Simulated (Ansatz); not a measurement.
Geometry optimisation, Ansatz, RKS PBE-D4/def2-SVP.

Input file:

```yaml
crystal:
  periodic: [false, false, false]
  atoms:
    - { symbol: Ge, position_ang: [-0.991179, -0.418684, -0.263139] }
    - { symbol: Br, position_ang: [2.595119, -0.766568, -1.113959] }
    - { symbol: C, position_ang: [-0.322804, 0.821913, 0.845138] }
    - { symbol: H, position_ang: [1.523475, -0.09771, -0.316446] }
    - { symbol: H, position_ang: [-1.418797, -0.086146, -1.703061] }
    - { symbol: H, position_ang: [-1.116014, -1.898276, 0.139069] }
    - { symbol: H, position_ang: [-0.026239, 0.570251, 1.87446] }
    - { symbol: H, position_ang: [-0.243562, 1.875221, 0.537938] }
basis:
  gaussian: { orbitals: def2-SVP }
hamiltonian:
  xc: pbe
  dispersion: d4
relax:
  f_tol: 0.03
  max_steps: 50
```

Launched with:

```bash
$ ansatz run input.yaml --threads 2 --pin off --max-ram 3072MiB --backend cpu --events-out ev --progress --plain --runs-dir out
```

Q: Where does it end, and by what steps?

A: The run converged. After 9 steps the energy has fallen by 0.052 eV; Br2 moved furthest, 0.75 Å.

| step | energy less start (eV) | largest force component (eV/Å) | accepted |
| --- | --- | --- | --- |
| 0 | 0.0000 | 0.269 | yes |
| 1 | -0.0163 | 0.288 | yes |
| 2 | -0.0254 | 0.203 | yes |
| 3 | -0.0355 | 0.121 | yes |
| 4 | -0.0424 | 0.160 | yes |
| 5 | -0.0482 | 0.094 | yes |
| 6 | -0.0505 | 0.089 | yes |
| 7 | -0.0503 | 0.079 | no |
| 8 | -0.0513 | 0.034 | yes |
| 9 | -0.0515 | 0.019 | yes |

```xyz
8
Properties=species:S:1:pos:R:3
Ge -1.257 -0.447 -0.249
Br 2.901 -0.247 -0.675
C -0.107 0.623 0.625
H 1.508 0.019 -0.208
H -1.807 -0.081 -1.640
H -1.540 -1.887 0.218
H 0.251 0.359 1.632
H 0.051 1.662 0.297
```

Whether the end is a true minimum wasn't checked by a vibrational analysis.

Time of the run: 18 s on 2 threads of Arm Neoverse V1, with other jobs on the host, peak memory 0.31 GiB.
